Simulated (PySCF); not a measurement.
AlAs2H5O.

```xyz
9

Al    -0.3294     0.5904    -0.1946
As     1.2009    -0.4312    -1.7946
H      2.0940    -0.9346    -0.6563
H      1.9687     0.8888    -1.9088
As    -0.7853    -0.3088     2.0415
H     -0.7700    -1.7301     1.4716
H     -2.2954    -0.1638     1.8228
O     -1.0848     2.0168    -0.7541
H     -1.7513     2.5503    -0.3120
```

Coordinates come from a B3LYP-D3(BJ)/def2-SVP optimisation. One conformer was computed; it need not be the lowest.

Calculation: PySCF with HF/pcSseg-1. Non-relativistic, no solvent.

Question: Give the absolute GIAO shielding of each atom: isotropic value and principal components (ppm). (Estimate from the structure and the level; the computed values follow.)

Answer: 
```json
[
 {"atom": "Al1", "σ(iso)": "361.5", "σ11": "256.5", "σ22": "369.8", "σ33": "458.2", "span": "201.7"},
 {"atom": "As2", "σ(iso)": "2090.1", "σ11": "1940.2", "σ22": "2084.1", "σ33": "2245.9", "span": "305.6"},
 {"atom": "H3", "σ(iso)": "30.5", "σ11": "23.0", "σ22": "26.0", "σ33": "42.4", "span": "19.4"},
 {"atom": "H4", "σ(iso)": "30.0", "σ11": "23.0", "σ22": "24.4", "σ33": "42.6", "span": "19.6"},
 {"atom": "As5", "σ(iso)": "2082.3", "σ11": "1931.3", "σ22": "2082.2", "σ33": "2233.5", "span": "302.2"},
 {"atom": "H6", "σ(iso)": "30.3", "σ11": "22.9", "σ22": "25.9", "σ33": "42.2", "span": "19.3"},
 {"atom": "H7", "σ(iso)": "30.2", "σ11": "23.3", "σ22": "24.6", "σ33": "42.7", "span": "19.4"},
 {"atom": "O8", "σ(iso)": "267.5", "σ11": "207.8", "σ22": "292.0", "σ33": "302.7", "span": "94.8"},
 {"atom": "H9", "σ(iso)": "28.6", "σ11": "21.1", "σ22": "22.8", "σ33": "41.9", "span": "20.8"}
]
```
